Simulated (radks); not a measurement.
Q: Excited configurations of Ce2+: one electron is placed in a higher orbital outside [Xe] 4f1. The ground configuration is [Xe] 4f2. Method: scalar-relativistic Kohn-Sham, PBE, spin-polarised, spherical densities, point nucleus; open shells are filled with parallel spins first (spin-orbit coupling, left out, can overturn this in heavy ions); computed with a radial shooting solver on a logarithmic mesh with Libxc functionals. Excitation = E - E(ground); binding = E(ion) - E, where the ion is the core of charge +3; n* = 3/sqrt(2 binding) in atomic units, and the quantum defect is n - n*.

| outer orbital | excitation (eV) | binding (eV) | n* | quantum defect | eigenvalue (eV) | <r> (bohr) |
|---|---|---|---|---|---|---|
| 5d | 1.541 | 19.432 | 2.510 | 2.490 | -15.235 | 2.528 |
| 5f | 12.907 | 8.066 | 3.896 | 1.104 | -6.448 | 5.681 |
| 6s | 2.943 | 18.030 | 2.606 | 3.394 | -15.273 | 3.599 |
| 6p | 6.828 | 14.145 | 2.942 | 3.058 | -11.942 | 4.276 |
| 6d | 11.504 | 9.468 | 3.596 | 2.404 | -7.987 | 5.852 |
| 6f | 15.548 | 5.425 | 4.751 | 1.249 | -4.511 | 9.708 |
| 7s | 11.367 | 9.606 | 3.570 | 3.430 | -8.307 | 6.687 |
| 7p | 12.897 | 8.076 | 3.894 | 3.106 | -6.940 | 7.663 |
| 7f | 17.141 | 3.831 | 5.653 | 1.347 | -3.276 | 14.71 |

Estimate the row for 7d.

A: excitation (eV) 15.062; binding (eV) 5.911; n* 4.551; quantum defect 2.449; eigenvalue (eV) -5.040; <r> (bohr) 9.896. The Delta-SCF ionisation energy is 20.973 eV (NIST Atomic Spectra Database: 20.197 eV, semi-empirical). Self-interaction in the functional shifts the binding energies and quantum defects, so they are the method's values and not measured ones. Open shells are spherical and high-spin; term and fine-structure splittings are not resolved. Spin-orbit splitting is averaged out at the scalar-relativistic level.
